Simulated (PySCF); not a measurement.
Geometry:
```json
{"atom": "C1", "x (Å)": "-3.253", "y (Å)": "-0.731", "z (Å)": "-1.158"}
{"atom": "C2", "x (Å)": "-2.923", "y (Å)": "-0.382", "z (Å)": "0.094"}
{"atom": "C3", "x (Å)": "-3.271", "y (Å)": "0.959", "z (Å)": "0.673"}
{"atom": "Si4", "x (Å)": "-1.924", "y (Å)": "-1.569", "z (Å)": "1.163"}
{"atom": "Si5", "x (Å)": "0.138", "y (Å)": "-0.532", "z (Å)": "1.605"}
{"atom": "Si6", "x (Å)": "0.869", "y (Å)": "0.400", "z (Å)": "-0.423"}
{"atom": "Si7", "x (Å)": "0.971", "y (Å)": "-1.363", "z (Å)": "-1.972"}
{"atom": "C8", "x (Å)": "2.559", "y (Å)": "1.217", "z (Å)": "-0.250"}
{"atom": "C9", "x (Å)": "2.693", "y (Å)": "2.527", "z (Å)": "-0.504"}
{"atom": "C10", "x (Å)": "3.715", "y (Å)": "0.359", "z (Å)": "0.179"}
{"atom": "H11", "x (Å)": "-3.799", "y (Å)": "-0.044", "z (Å)": "-1.817"}
{"atom": "H12", "x (Å)": "-2.993", "y (Å)": "-1.708", "z (Å)": "-1.578"}
{"atom": "H13", "x (Å)": "-2.364", "y (Å)": "1.512", "z (Å)": "0.972"}
{"atom": "H14", "x (Å)": "-3.826", "y (Å)": "1.582", "z (Å)": "-0.045"}
{"atom": "H15", "x (Å)": "-3.885", "y (Å)": "0.854", "z (Å)": "1.583"}
{"atom": "H16", "x (Å)": "-1.688", "y (Å)": "-2.842", "z (Å)": "0.414"}
{"atom": "H17", "x (Å)": "-2.645", "y (Å)": "-1.881", "z (Å)": "2.439"}
{"atom": "H18", "x (Å)": "1.143", "y (Å)": "-1.528", "z (Å)": "2.098"}
{"atom": "H19", "x (Å)": "-0.012", "y (Å)": "0.530", "z (Å)": "2.653"}
{"atom": "H20", "x (Å)": "-0.135", "y (Å)": "1.412", "z (Å)": "-0.884"}
{"atom": "H21", "x (Å)": "1.835", "y (Å)": "-2.459", "z (Å)": "-1.427"}
{"atom": "H22", "x (Å)": "-0.390", "y (Å)": "-1.927", "z (Å)": "-2.226"}
{"atom": "H23", "x (Å)": "1.556", "y (Å)": "-0.908", "z (Å)": "-3.272"}
{"atom": "H24", "x (Å)": "1.848", "y (Å)": "3.149", "z (Å)": "-0.815"}
{"atom": "H25", "x (Å)": "3.663", "y (Å)": "3.030", "z (Å)": "-0.408"}
{"atom": "H26", "x (Å)": "4.648", "y (Å)": "0.938", "z (Å)": "0.252"}
{"atom": "H27", "x (Å)": "3.883", "y (Å)": "-0.470", "z (Å)": "-0.529"}
{"atom": "H28", "x (Å)": "3.523", "y (Å)": "-0.108", "z (Å)": "1.160"}
```

Geometry: PBE0-D3(BJ)/def2-SVP; GIAO shifts from PySCF 2.14, gas phase, non-relativistic, averaged over equivalent atoms.

At PBE0/pcSseg-1 (288 basis functions, 100 s wall time on 1 thread of an Arm Neoverse V2, shared host):
```tsv
atoms	δ (ppm)
C8	149.7
C2	147.8
C1	139.6
C9	136.9
C10	26.6
C3	26.6
Si4	-61.5
Si6	-65.9
Si7	-103.6
Si5	-116.8
H11	5.96
H12	5.89
H24	5.88
H25	5.86
H17	4.46
H16	4.18
H20	4.10
H19	3.60
H21/H22/H23	3.59
H18	3.47
H13/H14/H15	1.92
H26/H27/H28	1.92
```

Scale: TMS for ¹³C (σref 184.41), ²⁹Si (σref 351.99), ¹H (σref 31.27) (reference shieldings calculated alike).

Q: Predict the values at PBE/pcSseg-1 on the same geometry.

A: 
```
      atoms  δ at PBE/pcSseg-1  change
         C8              149.6    -0.1
         C2              147.2    -0.6
         C1              136.9    -2.7
         C9              133.9    -3.0
        C10               27.8    +1.2
         C3               27.7    +1.1
        Si4              -64.0    -2.5
        Si6              -66.8    -0.9
        Si7             -107.9    -4.3
        Si5             -119.5    -2.7
        H11               5.93   -0.03
        H12               5.86   -0.03
        H24               5.84   -0.04
        H25               5.82   -0.04
        H17               4.59   +0.13
        H16               4.27   +0.09
        H20               4.22   +0.12
        H19               3.72   +0.12
H21/H22/H23               3.68   +0.09
        H18               3.57   +0.10
H13/H14/H15               1.96   +0.04
H26/H27/H28               1.96   +0.04
```

References, each an isolated molecule treated in the same way: TMS for ¹³C (σref 180.03), ²⁹Si (σref 334.61), ¹H (σref 31.20).

The largest change is at Si7 (silicon bonded to Si, 3 H). Cost: 288 basis functions, 92 s wall time on 1 thread of an Arm Neoverse V2, shared host. The order of the carbon signals is the same at both levels.
